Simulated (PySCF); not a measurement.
A calculated (UHF, PySCF 2.14, x2c-SVPall, the spin-free X2C one-electron Hamiltonian (Gaussian nucleus)) atom or ion has these occupied shells.

| shell | electrons | orbital energy (eV) | rms radius, mean of both spins (bohr) |
| --- | --- | --- | --- |
| 1s | 2 | -16197.4 | 0.0451 |
| 2s | 2 | -2261.7 | 0.187 |
| 2p | 6 | -2005.2 | 0.166 |
| 3s | 2 | -380.33 | 0.524 |
| 3p | 6 | -294.59 | 0.535 |
| 3d | 10 | -152.84 | 0.547 |
| 4s | 2 | -53.254 | 1.46 |
| 4p | 6 | -30.025 | 1.69 |
| 5s | 2 | -4.935 | 4.88 |

**Question.** Name the element and its charge.

**Answer.** Sr (strontium, neutral), in [Kr] 5s2, closed-shell 1S.
